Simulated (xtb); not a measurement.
xtb input:

```bash
xtb mol.xyz --gfnff --opt tight --chrg 0 --uhf 0
```
mol.xyz:
```
6

Si    -0.51337665    -0.00660975    -0.14355654
O      1.05076009     0.00529349     0.39038528
H     -0.76878609    -1.14305302    -1.06335989
H     -1.34976441    -0.14039284     1.06494663
H     -0.85657056     1.24735561    -0.85949249
H      1.75631349     0.08627886    -0.25538499
```

**Question.** What final total energy does it print?

**Answer.** -0.58960 Eh (GFN-FF).
